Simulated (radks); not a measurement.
Q: K11+, configuration [He] 2s2 2p4. Method: scalar-relativistic Kohn-Sham, BLYP, spin-polarised, spherical densities, finite nucleus; open shells are filled with parallel spins first; Fermi nuclear charge, rms radius 3.4349 fm; computed with a radial shooting solver on a logarithmic mesh with Libxc functionals. Some entries of the table are withheld. Estimate them.

orbital  occ.  eigenvalue (hartree)  <r> (bohr)  r(max) (bohr)
1s up       1             -143.5453     0.08092            (1)
1s down     1             -143.3254     0.08080            (2)
2s up       1             -24.75090      0.3664         0.3077
2s down     1             -24.34602      0.3686         0.3089
2p up       3                   (3)      0.3234         0.2496
2p down     1                   (4)      0.3262         0.2511

A: 
(1) 1s up r(max) (bohr): 0.05300
(2) 1s down r(max) (bohr): 0.05296
(3) 2p up eigenvalue (hartree): -22.43982
(4) 2p down eigenvalue (hartree): -21.97051
